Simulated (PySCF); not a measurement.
## LiBi⁻: one state, many levels of theory

State: ⁴Σ⁻ (quartet), unpaired electrons σ ↑, π ↑↑. Set-up: Li aug-cc-pVDZ, Bi aug-cc-pVDZ-PP with ECP60; scalar-relativistic core potentials (PySCF 2.14). De refers to Li + Bi⁻ in their high-spin ground configurations, without counterpoise correction. The functionals are run spin-unrestricted. A positive dipole points towards Bi; it is taken about the centre of mass and depends on that origin.

```json
{"Level": "UHF-MP2", "Re (Å)": "2.843", "ωe (cm⁻¹)": "291", "De (eV)": "n/a", "μ (D)": "n/a"}
{"Level": "UHF-SCS-MP2", "Re (Å)": "2.856", "ωe (cm⁻¹)": "285", "De (eV)": "n/a", "μ (D)": "n/a"}
{"Level": "UHF-CCSD", "Re (Å)": "2.849", "ωe (cm⁻¹)": "288", "De (eV)": "n/a", "μ (D)": "n/a"}
{"Level": "UHF-CCSD(T)", "Re (Å)": "2.850", "ωe (cm⁻¹)": "287", "De (eV)": "n/a", "μ (D)": "n/a"}
{"Level": "PBE", "Re (Å)": "2.851", "ωe (cm⁻¹)": "280", "De (eV)": "1.33", "μ (D)": "10.17"}
{"Level": "r²SCAN", "Re (Å)": "2.862", "ωe (cm⁻¹)": "277", "De (eV)": "n/a", "μ (D)": "10.54"}
{"Level": "PBE0", "Re (Å)": "2.833", "ωe (cm⁻¹)": "288", "De (eV)": "1.34", "μ (D)": "10.29"}
{"Level": "M06", "Re (Å)": "2.881", "ωe (cm⁻¹)": "269", "De (eV)": "1.22", "μ (D)": "11.11"}
{"Level": "MN15", "Re (Å)": "2.798", "ωe (cm⁻¹)": "304", "De (eV)": "1.46", "μ (D)": "8.80"}
{"Level": "LC-ωPBE", "Re (Å)": "2.803", "ωe (cm⁻¹)": "304", "De (eV)": "n/a", "μ (D)": "10.36"}
{"Level": "B2PLYP", "Re (Å)": "2.835", "ωe (cm⁻¹)": "289", "De (eV)": "n/a", "μ (D)": "10.48"}
```

Q: What does a quarter of exact exchange do here, going from PBE to PBE0?

A: PBE0 less PBE: -1.8 pm in Re, +2.9 % in ωe, +0.01 eV in De. Exact exchange removes part of the self-interaction that spreads semilocal densities, and in most molecules shortens and stiffens the bond and lowers De; so it does here.

Q: What does the step from GGA to meta-GGA do here, going from PBE to r²SCAN?

A: r²SCAN less PBE: +1.1 pm in Re, -1.1 % in ωe. 

Q: What does the triples do here, going from UHF-CCSD to UHF-CCSD(T)?

A: UHF-CCSD(T) less UHF-CCSD: +0.1 pm in Re, -0.3 % in ωe. Correlation nearly always deepens the well. The bond length hardly moves.

Correlated steps freeze 4 core orbitals. Spin–orbit coupling is left out, which matters for elements this heavy, above all for dissociation energies. For an ion De counts to the pair picked by the measured ionisation energies or electron affinities, which need not be the lowest pair at this level. Counting both spins, an empty level lies below a filled one in some of these solutions, because spin and occupation are held. The highest Kohn–Sham level is positive in this anion. Much of that is self-interaction error, but it also means that the finite basis helps to hold the extra electron. B2PLYP dipoles, levels and charges come from its SCF part alone. The state was picked by a PBE0 search and need not be the measured ground state.
